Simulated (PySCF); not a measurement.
CH5ClO2Si, SMILES Cl[SiH](OC)O.

Coordinates come from a B3LYP-D3(BJ)/def2-SVP optimisation. This is a generated structure with no PubChem entry under its InChIKey; it may be hypothetical. Other conformers were not sampled.

Two levels are set side by side: TDA-PBE/def2-SVPD (PySCF) and TDA-LC-ωPBE/def2-SVPD (PySCF). Vertical, same geometry. The lowest singlet is HOMO→LUMO 98 % with PBE and HOMO→LUMO+1 33 %, HOMO→LUMO+4 26 %, HOMO→LUMO 21 % with the other functional; states are paired by order. Differences are taken from unrounded values.

```json
[
 {"quantity": "lowest singlet excitation (eV)", "TDA-PBE": "6.68"},
 {"quantity": "lowest triplet excitation (TDA) (eV)", "TDA-PBE": "6.53"},
 {"quantity": "first bright state (f over 0.05) (eV)", "TDA-PBE": "7.80"},
 {"quantity": "its oscillator strength", "TDA-PBE": "0.05"}
]
```

Question: These are the TDA-PBE values. What does TDA-LC-ωPBE give? (An estimate is asked for; the answer gives what the named calculation found.)

Answer: 
```
quantity                               TDA-LC-ωPBE  TDA-PBE minus TDA-LC-ωPBE
-------------------------------------  -----------  -------------------------
lowest singlet excitation (eV)                8.62                      -1.94
lowest triplet excitation (TDA) (eV)          8.18                      -1.65
first bright state (f over 0.05) (eV)         9.07                      -1.27
its oscillator strength                       0.05                       0.00
```

A lower first singlet is the usual sign of a functional without exact exchange. Differences between two approximate levels are no errors against the true value.

Rough cost on one machine, each run with all the roots and properties that it gave: TDA-LC-ωPBE against TDA-PBE about 3 times.
